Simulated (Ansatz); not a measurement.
Basis sets compared for InMe2H (C₂H₇In). Charge 0, multiplicity 1. Geometry r2SCAN-D4/def2-SVP. Ansatz on 2 threads of Arm Neoverse V1 on a shared host; times are rough, and most runs start from earlier orbitals.

Cartesian coordinates in Å:
```
C 0.130 -1.649 0.915
C -0.647 1.509 -0.936
In 0.812 0.217 0.030
H -0.273 -2.308 0.128
H -0.688 -1.454 1.627
H 0.937 -2.181 1.439
H -1.352 1.897 -0.182
H -1.237 0.937 -1.670
H -0.175 2.362 -1.445
H 2.493 0.669 0.095
```

In the def2 sets In takes a core potential; there is no spin–orbit coupling.

Binding counts from free atoms (C triplet, In doublet, H doublet) in the same basis, without a counterpoise term.

| level | functions | energy (Eh) | HOMO (eV) | LUMO (eV) | binding per atom (eV) | wall time |
| --- | --- | --- | --- | --- | --- | --- |
| PBE-D4/def2-SVP | 89 | -270.3421 | -5.98 | -1.89 | 3.37 | 1.1 s |
| PBE0-D4/def2-SVP | 89 | -270.3640 | -7.15 | -1.17 | 3.35 | 1.4 s |

Problem. Estimate the rows for PBE-D4/def2-TZVP (with forces), PBE0-D4/def2-TZVP.

Solution. 
| level | functions | energy (Eh) | HOMO (eV) | LUMO (eV) | binding per atom (eV) | wall time |
| --- | --- | --- | --- | --- | --- | --- |
| PBE-D4/def2-TZVP (with forces) | 154 | -270.4450 | -6.05 | -1.96 | 3.37 | 2.5 s |
| PBE0-D4/def2-TZVP | 154 | -270.4618 | -7.19 | -1.23 | 3.35 | 2.5 s |
